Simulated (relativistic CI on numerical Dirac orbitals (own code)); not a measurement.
## In⁴⁸⁺: sensitivity of the levels to the model

Base calculation: Dirac-Coulomb-Breit CI, separate exchange-only KLI orbitals for each configuration, model QED (radiative potential, 1s self-energy scaled to tabulated hydrogen-like ionisation energies).

Configuration list: 1s, 2s, 2p, 3s, 3p, 3d, 4s, 4p, 4d, 4f, 5s, 5p, 5d, 5f, 5g, 6s, 6p, 6d. Levels of other configurations are missing.

Variants: (1) QED terms removed; (2) non-relativistic limit. Shifts of the energy above 1s 2S_1/2, in eV, for the lowest level and the first level of each name with at least 55 % of one term (blank where a level changes its place among those of its configuration and J or its character, or is not in the variant):

```tsv
Level	Base	Δ(1)	Δ(2)
1s 2S_1/2	0.0	0.0	0.0
2p 2P°_1/2	25233.6	+31.7	-734.0
2s 2S_1/2	25238.7	+26.8	-739.0
2p 2P°_3/2	25517.9	+31.2	-1018.3
3p 2P°_1/2	29997.1	+31.8	-960.4
3s 2S_1/2	29998.6	+30.3	-961.9
3d 2D_3/2	30081.3	+31.8	-1044.7
3p 2P°_3/2	30081.5	+31.6	-1044.9
3d 2D_5/2	30107.8	+31.8	-1071.1
4p 2P°_1/2	31652.5	+31.8	-1027.9
4s 2S_1/2	31653.1	+31.2	-1028.5
4d 2D_3/2	31687.9	+31.8	-1063.3
4p 2P°_3/2	31688.0	+31.7	-1063.4
4f 2F°_5/2	31699.1	+31.8	-1074.5
4d 2D_5/2	31699.1	+31.8	-1074.5
4f 2F°_7/2	31704.6	+31.8	-1080.0
5p 2P°_1/2	32413.7	+31.8	-1054.1
5s 2S_1/2	32414.0	+31.5	-1054.4
5d 2D_3/2	32431.8	+31.8	-1072.2
5p 2P°_3/2	32431.8	+31.8	-1072.2
5f 2F°_5/2	32437.5	+31.8	-1077.9
5d 2D_5/2	32437.5	+31.8	-1077.9
```
